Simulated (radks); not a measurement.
Initial-state core-level shifts of neutral copper when its valence configuration changes from [Ar] 3d10 4s1. Calculated with a radial shooting solver on a logarithmic mesh with Libxc functionals: Dirac Kohn-Sham, PBE, spin-unpolarised, spherical densities, point nucleus; open shells fill j = l - 1/2 first. Shifts are changes of the shell-averaged eigenvalues in eV (positive: less bound).

valence                1s       2s       2p       3p
3d9 4s2            -5.159   -5.749   -5.690   -5.148
3d10 4p1           -2.082   -1.929   -1.940   -2.099
3d8 4s1 4p2       -15.620  -16.876  -16.746  -15.253
3d9 4s1 4p1        -7.227   -7.705   -7.653   -7.215
3d7.5 4s1 4p2.5   -20.286  -22.031  -21.856  -19.581
3d9.5 4s1.5        -2.364   -2.629   -2.602   -2.388
3d10 4s0.5 4p0.5   -1.120   -1.042   -1.048   -1.129
3d7.5 4s2 4p1.5   -18.624  -20.438  -20.261  -17.944
